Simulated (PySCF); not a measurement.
```xyz
4
charge 1 multiplicity 4, angstrom
Ir    0.0050    0.0129    0.0000
H     0.0000   -1.8714   -0.4029
H     0.0000   -1.8714    0.4029
H    -0.9609    1.2766    0.0000
```

Method: UPBE0/[Ir def2-TZVP with ECP60, H def2-TZVP], scalar-relativistic core potentials, density fitting, no spin–orbit coupling, PySCF.

This geometry of [IrH3]+ is a stationary point at this level.

Q: What is the point group?

A: Cs.

Q: Is it a minimum?

A: Yes: all harmonic wavenumbers are real.

Q: List the harmonic modes with their infrared intensities.

A: 
```
symmetry  ω (cm⁻¹)  IR (km/mol)
      a'       429          0.4
     a''       501          0.6
      a'       658          5.1
     a''      1201         31.0
      a'      2213          7.7
      a'      3577         24.4
```

Q: Give the ideal-gas entropy at 298.15 K and 1 bar by parts.

A: translation 174.7, rotation 67.5, vibration 8.0, spin 11.5; total 261.7 J/(mol K).

Other isomers or separated fragments may lie lower. With open d or f shells other occupations or spin states may lie lower. With an element this heavy the missing spin–orbit coupling can shift these numbers.
